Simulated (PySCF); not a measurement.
TiH₄, SMILES [TiH4], multiplicity 1.

Geometry: B3LYP-D3(BJ)/def2-TZVPD. The spin state was assumed, not searched.

These are PySCF 2.14.0 with TDA-PBE/def2-TZVPD values and carry that method's errors.

Vertical excitations; the highest root listed may be one member of a degenerate set. Isolated molecule, no solvent. State labels are in the subgroup D2.

Computed lowest excited states:
```json
[
 {"state": "S1", "symmetry": "B3", "energy (eV)": "3.08", "λ (nm)": "403", "f": "0.000", "main pairs": "HOMO→LUMO, HOMO→LUMO+1 (degenerate set)"},
 {"state": "S2", "symmetry": "B2", "energy (eV)": "3.08", "λ (nm)": "403", "f": "0.000", "main pairs": "HOMO−1→LUMO, HOMO−1→LUMO+1 (degenerate set)"},
 {"state": "S3", "symmetry": "B1", "energy (eV)": "3.08", "λ (nm)": "403", "f": "0.000", "main pairs": "HOMO−2→LUMO+1 (degenerate set)"},
 {"state": "S4", "symmetry": "B2", "energy (eV)": "3.40", "λ (nm)": "364", "f": "0.002", "main pairs": "HOMO−1→LUMO+1, HOMO−1→LUMO (degenerate set)"},
 {"state": "S5", "symmetry": "B3", "energy (eV)": "3.40", "λ (nm)": "364", "f": "0.002", "main pairs": "HOMO→LUMO+1, HOMO→LUMO (degenerate set)"},
 {"state": "S6", "symmetry": "B1", "energy (eV)": "3.40", "λ (nm)": "364", "f": "0.002", "main pairs": "HOMO−2→LUMO (degenerate set)"},
 {"state": "S7", "symmetry": "A", "energy (eV)": "4.02", "λ (nm)": "308", "f": "0.000", "main pairs": "HOMO−3→LUMO (degenerate set)"},
 {"state": "S8", "symmetry": "A", "energy (eV)": "4.02", "λ (nm)": "308", "f": "0.000", "main pairs": "HOMO−3→LUMO+1 (degenerate set)"},
 {"state": "S9", "symmetry": "B1", "energy (eV)": "4.32", "λ (nm)": "287", "f": "0.000", "main pairs": "HOMO−1→LUMO+3, HOMO→LUMO+2 (degenerate set)"},
 {"state": "S10", "symmetry": "B2", "energy (eV)": "4.32", "λ (nm)": "287", "f": "0.000", "main pairs": "HOMO−2→LUMO+3, HOMO→LUMO+4 (degenerate set)"},
 {"state": "T1", "symmetry": "B3", "energy (eV)": "2.74", "λ (nm)": "453", "f": "0", "main pairs": "HOMO→LUMO, HOMO→LUMO+1 (degenerate set)"},
 {"state": "T2", "symmetry": "B2", "energy (eV)": "2.74", "λ (nm)": "453", "f": "0", "main pairs": "HOMO−1→LUMO, HOMO−1→LUMO+1 (degenerate set)"},
 {"state": "T3", "symmetry": "B1", "energy (eV)": "2.74", "λ (nm)": "453", "f": "0", "main pairs": "HOMO−2→LUMO+1 (degenerate set)"},
 {"state": "T4", "symmetry": "B2", "energy (eV)": "2.75", "λ (nm)": "451", "f": "0", "main pairs": "HOMO−1→LUMO+1 74 %, HOMO−1→LUMO 25 %"}
]
```
Triplets are in the Tamm–Dancoff approximation.
